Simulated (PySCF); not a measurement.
Zn(Br)(Me) (CH₃BrZn), SMILES [Zn]([Br])[CH3]. Coordinates come from a B3LYP-D3(BJ)/def2-SVP optimisation. The structure was generated by enumeration; whether it is a known compound was not checked.

The numbers are results of B3LYP-D3(BJ)/def2-SVP in PySCF 2.14.0, not measurements.

Harmonic wavenumbers (cm⁻¹): 104, 104, 282, 569, 701, 701, 1197, 1431, 1431, 3037, 3137, 3137. Rotational constants (GHz): 157.0, 1.523, 1.523; symmetry number 3.

Q: Work out the zero-point energy and the ideal-gas rigid-rotor harmonic-oscillator thermochemistry at 298.15 K and 1 atm.

A: ZPE = ½ Σ hcν = ½ × 15829 cm⁻¹ = 22.63 kcal/mol. H − E(el) = 26.46 kcal/mol. Entropy in cal/(mol K): translation 41.12, rotation 22.11, vibration 9.47, total 72.71. G − E(el) = 4.78 kcal/mol. Cp = 16.70 cal/(mol K). Modes under 150 cm⁻¹ make the vibrational entropy uncertain.
